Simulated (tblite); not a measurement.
Q: Write Cartesian coordinates for InChI=1S/C4H6F4/c1-3(2-5)4(6,7)8/h3H,2H2,1H3/t3-/m1/s1 as optimised with GFN2-xTB.

A: 
```xyz
14
C4H6F4 angstrom
C     -0.3842    1.3287    0.4884
C     -0.0151   -0.1501    0.3873
C      1.3994   -0.3420   -0.1684
F      2.3091    0.1443    0.7301
C     -1.0030   -0.8773   -0.5134
F     -2.2644   -0.7617   -0.0812
F     -0.9825   -0.4141   -1.7726
F     -0.7473   -2.1936   -0.5923
H     -1.3664    1.4462    0.9385
H      0.3489    1.8401    1.1058
H     -0.3925    1.7863   -0.4985
H     -0.0725   -0.6202    1.3748
H      1.6326   -1.4013   -0.3192
H      1.5372    0.2142   -1.1014
```

Any rigid rotation of these coordinates is as good. Atoms count from 1 in this order. The C–F distances run from 1.338 Å (C5–F6, drawn single) to 1.368 Å (C3–F4, drawn single), a spread of 0.030 Å. Of the pairs four or more bonds apart, F8···H13 is among the closest relative to their van der Waals radii: 2.52 Å, 95 % of the sum of Bondi's values.

Bonds between heavy atoms (Å): C1–C2 1.527, C2–C3 1.532, C3–F4 1.368, C2–C5 1.522, C5–F6 1.338, C5–F7 1.342, C5–F8 1.343.

The geometry is computed with GFN2-xTB (gas phase).

Point group: C1 (no symmetry element, even within 0.4 Å). Its GFN2-xTB frequencies are all real (lowest 62 cm⁻¹). The numbers are those of one conformer (C1–C2–C3–F4 67°).
